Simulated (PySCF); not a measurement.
An equivalent PySCF input for Mn²⁺ (manganese, charge +2), [Ar] 3d5, high-spin 6S determinant, with scalar relativity by spin-free X2C-1e:

```python
from pyscf import gto, scf, dft, mp, cc
import basis_set_exchange as bse
mol = gto.M(atom="Mn 0 0 0", charge=2, spin=5, symmetry="D2h",
            basis=gto.basis.parse(bse.get_basis("cc-pVTZ-DK", elements=["Mn"], fmt="nwchem", header=False)),
            nucmod="G")
mf = dft.UKS(mol, xc="MN15").sfx2c1e()
mf.irrep_nelec = {'Ag': (5, 3), 'B1g': (1, 0), 'B2g': (1, 0), 'B3g': (1, 0), 'B1u': (2, 2), 'B2u': (2, 2), 'B3u': (2, 2)}
mf.kernel()
```

It reaches the same state as the run whose output follows, with an energy that differs only through the grid. The run itself started from symmetry-adapted Hartree-Fock orbitals and held the occupation by maximum overlap, on a logarithmic radial grid, so the iterations belong to that start.

```
SCF conv_tol = 1e-09
number electrons alpha = 14  beta = 9
XC functionals = MN15
    H. S. Yu, X. He, S. L. Li, and D. G. Truhlar.,  Chem. Sci. 7, 5032-5051 (2016)
    H. S. Yu, X. He, S. L. Li, and D. G. Truhlar.,  Chem. Sci. 7, 5032-5051 (2016)
cycle= 1 E= -1158.33049906302  delta_E= -0.0262  |g|= 0.0139  |ddm|= 2.94
cycle= 2 E= -1158.33055090168  delta_E= -5.18e-05  |g|= 0.00237  |ddm|= 0.0579
cycle= 3 E= -1158.33055115729  delta_E= -2.56e-07  |g|= 0.00222  |ddm|= 0.0258
cycle= 4 E= -1158.33055210865  delta_E= -9.51e-07  |g|= 0.000388  |ddm|= 0.0147
cycle= 5 E= -1158.33055217247  delta_E= -6.38e-08  |g|= 0.000273  |ddm|= 0.00316
cycle= 6 E= -1158.33055220288  delta_E= -3.04e-08  |g|= 0.000384  |ddm|= 0.00104
cycle= 7 E= -1158.33055217832  delta_E= 2.46e-08  |g|= 0.000478  |ddm|= 0.000889
cycle= 8 E= -1158.3305522041  delta_E= -2.58e-08  |g|= 0.000273  |ddm|= 0.000948
cycle= 9 E= -1158.33055220221  delta_E= 1.89e-09  |g|= 0.000425  |ddm|= 0.00033
cycle= 10 E= -1158.33055220348  delta_E= -1.27e-09  |g|= 0.000331  |ddm|= 5.26e-05
cycle= 11 E= -1158.3305522047  delta_E= -1.22e-09  |g|= 0.00019  |ddm|= 7.22e-05
cycle= 12 E= -1158.33055220524  delta_E= -5.4e-10  |g|= 4.8e-05  |ddm|= 0.00011
cycle= 13 E= -1158.33055220527  delta_E= -3.62e-11  |g|= 1.9e-06  |ddm|= 2.1e-05
converged SCF energy = -1158.33055220527  <S^2> = 8.7505802  2S+1 = 6.0001934
```
